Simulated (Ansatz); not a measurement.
A nudged elastic band was laid between two geometries of C2H6Ga + FH (11 atoms, charge 0, multiplicity 2).

Theory: UKS PBE/def2-SVP in Ansatz 0.2.0.

| Quantity | Value |
| --- | --- |
| movable images | 7 |
| climbing image | yes |
| spring | 5.0 eV/Å² |
| optimiser | quadratic models (default) |
| start path | through a guess of the saddle point |
| force threshold | 0.05 eV/Å |
| iteration limit | 60 |
| end points | relaxed |

Initial state:

```xyz
11
Properties=species:S:1:pos:R:3
Ga 0.001 -0.615 -0.177
H 0.024 -0.424 2.110
C 1.767 -0.006 -0.908
H 2.388 -0.876 -1.200
H 1.624 0.652 -1.790
H 2.313 0.553 -0.121
C -1.777 -0.049 -0.914
H -2.580 -0.773 -0.680
H -2.040 0.928 -0.457
H -1.709 0.083 -2.014
F -0.012 0.527 1.980
```

Final state:

```xyz
11
Properties=species:S:1:pos:R:3
Ga -0.001 -0.644 -0.196
H 0.030 -0.559 2.114
C 1.755 0.028 -0.907
H 2.443 -0.811 -1.131
H 1.599 0.631 -1.825
H 2.227 0.665 -0.132
C -1.768 -0.029 -0.920
H -2.624 -0.592 -0.504
H -1.886 1.047 -0.668
H -1.767 -0.131 -2.026
F -0.008 0.395 2.023
```

Question: What changes between the two ends?

Answer: No bond is made or broken.

Question: Give the energies along the band, and the barrier.

Answer: It converged. The highest image is number 4 of 0 to 8, 0.001 eV above the first end and 0.003 eV above the last; the last end lies 0.003 eV below the first. The top lies less than 8 meV above the higher end, about what the thresholds resolve: the motion is nearly free. A vibrational analysis at the climbing image gives one clearly imaginary mode, 44i cm⁻¹, and a faint second one (31i cm⁻¹) that may be numerical noise or a soft torsion: probably a first-order saddle point.

```tsv
image	path coordinate (Å)	energy (eV)
0	0.00	0.000
1	0.43	-0.003
2	0.87	-0.002
3	1.31	0.000
4	1.75	0.001
5	2.02	0.001
6	2.28	0.000
7	2.54	-0.001
8	2.80	-0.003
```

Question: What is the geometry of the highest image?

Answer: 
```xyz
11
Properties=species:S:1:pos:R:3
Ga 0.001 -0.620 -0.162
H 0.012 -0.337 2.139
C 1.769 -0.020 -0.901
H 2.297 -0.877 -1.366
H 1.625 0.774 -1.663
H 2.402 0.371 -0.081
C -1.773 -0.064 -0.919
H -2.525 -0.874 -0.851
H -2.141 0.803 -0.332
H -1.661 0.244 -1.979
F -0.005 0.602 1.945
```

The band took 22 iterations and roughly 6 core-minutes.

Run time: 110 s on 4 threads of AMD EPYC 9R45 96-Core Processor (Zen 5) (shared host), peak memory 0.21 GiB.
